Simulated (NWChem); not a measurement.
# Spin states of CSi

```xyz
2

Si     0.0000     0.0000     0.5212
C      0.0000     0.0000    -1.2161
```
Charge 0, spin multiplicity 3.

All runs are NWChem calculations. The geometry was optimised at UPBE/def2-SVP, a minimum by its harmonic frequencies.

Basis set: def2-TZVP. The gap is E(triplet) − E(singlet) at the geometry of the triplet, so a negative value puts the higher spin lower. Open shells are unrestricted, coupled cluster uses restricted open-shell references, and the singlet is the closed-shell solution. Where the lowest singlet needs several determinants, the single determinant used here isn't a pure state and places it wrongly.

The correlated methods keep 6 core orbitals frozen. B3LYP has NWChem's definition, with VWN1-RPA local correlation. This spin state was chosen for the runs; another may lie lower. The structure started from a generated list of species. The unpaired electrons of the parent sit in orbitals of symmetry a1 and b1 (C2v labels of the run); other states weren't searched. No SCF solution was tested for a lower state. Open-shell Hartree-Fock references start from PBE0 orbitals. No row is a measurement; the coupled-cluster row has its own basis-set and correlation limits.

**Question.** One of these methods gave a vertical singlet-triplet gap of -30.5 kcal/mol. Which?
(A) B2PLYP
(B) CCSD(T)
(C) LC-wPBE (omega 0.3 per bohr)
(D) B3LYP

**Answer.** D, B3LYP. The others give -21.5 (B2PLYP), -17.9 (CCSD(T)), -36.4 (LC-wPBE (omega 0.3 per bohr)).
